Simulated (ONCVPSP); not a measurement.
**An all-electron radial function and its pseudo partner (Sb)**

Columns: radius, all-electron u(r) and pseudo u(r) of the 4d shell (level -33.51 eV) of antimony in the configuration [Ar] 3d10 4s2 4p6 4d10 5s2 5p3; PBE, scalar-relativistic, ONCV scheme, ONCVPSP 4.0.1.

```tsv
r (bohr)	all-electron	pseudo
0.075	-0.2028	0.0037
0.150	-0.5147	0.0285
0.225	-0.5461	0.0899
0.300	-0.3298	0.1944
0.375	-0.0038	0.3377
0.450	0.3274	0.5062
0.525	0.6087	0.6805
0.600	0.8210	0.8401
0.675	0.9625	0.9680
0.750	1.0422	1.0538
0.825	1.0729	1.0948
0.900	1.0667	1.0946
0.975	1.0348	1.0618
1.050	0.9858	1.0070
1.125	0.9265	0.9399
1.200	0.8617	0.8684
1.275	0.7950	0.7974
1.350	0.7288	0.7293
1.425	0.6648	0.6647
1.500	0.6040	0.6039
1.575	0.5469	0.5468
1.650	0.4940	0.4939
1.725	0.4451	0.4451
1.800	0.4005	0.4004
1.875	0.3597	0.3597
1.950	0.3227	0.3227
```

(1) How many radial nodes do the two functions have?

(2) At about which radius was the pseudo-wave matched?

(3) Is the pseudo-wave norm-conserving?

Answers

(1) The all-electron 4d function has n − l − 1 = 1; the pseudo-wave has 0, since the states of the same l below it are removed with the core.

(2) 1.50 bohr. The columns agree to 0.0005 from 1.35 bohr on; several derivatives are matched, so the curves merge somewhat inside the radius.

(3) Yes: the ONCV scheme keeps the norm inside the radius equal to the all-electron one, which fixes the energy derivative of the logarithmic derivative at the level.
